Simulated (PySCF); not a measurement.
## Where the electron goes

Compound: amminetrifluoroboron, BF3H3N.
SMILES with atom numbers: `[NH3+:1][B-:2]([F:3])([F:4])[F:5]` (hydrogens: H6, H7, H8 on N1)

Geometry (PBE0-D3(BJ)/def2-SVP, Å), atoms numbered from 1 in this order:
```xyz
8
BF3H3N angstrom
N      0.827   -0.078    0.012
B     -0.840    0.084   -0.026
F     -1.229   -0.728   -1.055
F     -1.033    1.418   -0.252
F     -1.236   -0.341    1.210
H      1.081   -1.036    0.256
H      1.223    0.555    0.707
H      1.224    0.146   -0.901
```

The calculation used TDDFT B3LYP/def2-SVPD, vertical, gas phase, core orbitals frozen in the response in PySCF.

Kohn–Sham orbitals with the atoms that hold most of them (Löwdin shares over 4%, at most four atoms; ? is withheld):

| orbital | ε (eV) | atoms |
| --- | --- | --- |
| LUMO+2 | 1.18 | H7 36%, H6 21%, N1 20%, B2 7% |
| LUMO+1 | 1.18 | H8 36%, H6 21%, N1 20%, B2 7% |
| LUMO | -0.82 | ? |
| HOMO | ? | F5 34%, F4 33%, F3 33% |
| HOMO-1 | -10.30 | ? |
| HOMO-2 | -10.70 | F5 49%, F4 30%, F3 14%, B2 4% |
| HOMO-3 | -10.70 | F3 48%, F4 32%, F5 13%, B2 4% |

**Question.** Give the leading atoms of the LUMO.

**Answer.** B2 (bonded to 3 F and N) 22%; N1 (bonded to B and 3 H) 18%; H8 (bonded to N) 17%; H6 (bonded to N) 17%. By element: hydrogen 33% or more, boron 22%, nitrogen 18%.

**Question.** Which atoms hold the HOMO-1, and with what shares?

**Answer.** N1 (bonded to B and 3 H) 28%; F5 (bonded to B) 20%; F4 (bonded to B) 20%; F3 (bonded to B) 20%. By element: fluorine 59%, nitrogen 28%.

**Question.** What is the HOMO energy, and the HOMO–LUMO gap?

**Answer.** ε(HOMO) = -10.09 eV; the gap is 9.27 eV (0.3405 hartree).

Within 0.005 eV of a neighbour in this list lie HOMO-3/HOMO-2 and LUMO+1/LUMO+2.

**Question.** How does S1 compare with the orbital gap of 9.27 eV?

**Answer.** S1 is at 8.37 eV (f = 0.0000), 0.89 eV below the gap, made of HOMO→LUMO (100%). 

**Question.** Give energy, strength and leading configuration of S1 and S2, and follow the Löwdin shares of the leading atoms from the occupied to the empty orbital.

**Answer.** 
- S1 (8.37 eV, f 0.0000), HOMO→LUMO (100%): F5 34% → at most 17%, F4 33% → at most 17%, B2 at most 1% → 22%, N1 at most 1% → 18%
- S2 (8.48 eV, f 0.086), HOMO-1→LUMO (99%): N1 28% → 18%, F5 20% → at most 17%, B2 at most 13% → 22%

Orbitals of the list HOMO-3 to LUMO+2 that lie within 0.01 eV of each other are written together with a slash and their weights summed (≥ marks a lower bound); for degenerate orbitals outside that list single weights are arbitrary.

On x86-64 server, one thread, on a shared host, this took 54 s of wall time.
